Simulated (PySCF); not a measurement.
Ligands exchanged one at a time, B H-OH. Gas-phase values, no solvent. One relaxed conformer stands for each flexible species; it need not be the lowest. Strings in code marks are SMILES.

Quantity: vertical ionisation energy (energy after one electron is removed minus that of the parent at the parent's geometry), in eV.

Case: `B`. Geometry of `B` (neutral, multiplicity 1, Å):

```xyz
4

B      0.0000     0.0000     0.0000
H     -0.8377    -0.8500     0.0032
H     -0.3173     1.1505     0.0009
H      1.1550    -0.3005    -0.0041
```

**Question.** Predict the vertical ionisation energy (energy after one electron is removed minus that of the parent at the parent's geometry) from PBE0-D4/def2-TZVP (PySCF).

**Answer.** 13.04 eV.
